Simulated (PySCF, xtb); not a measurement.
C4H4F2O2, SMILES O1C(F)(F)OC(C)=C1. Other conformers were not sampled.

Harmonic wavenumbers (cm⁻¹) from GFN2-xTB run with xtb at its own minimum, in rising order: 96, 108, 235, 265, 359, 403, 513, 520, 566, 623, 698, 722, 905, 929, 1002, 1008, 1035, 1056, 1069, 1140, 1218, 1253, 1388, 1436, 1452, 1729, 3021, 3034, 3074, 3218.

### Question
What does PySCF with PBE-D3(BJ)/def2-SVP give at its own minimum? (Estimate from the structure and the level; the computed values follow.)

### Answer
82, 172, 236, 279, 367, 428, 545, 550, 589, 646, 704, 717, 861, 941, 972, 1012, 1032, 1126, 1175, 1237, 1244, 1286, 1362, 1385, 1411, 1722, 2971, 3043, 3096, 3238. Paired by order, the mean absolute difference is 30 cm⁻¹ and the zero-point energies are 48.7 and 49.2 kcal/mol.
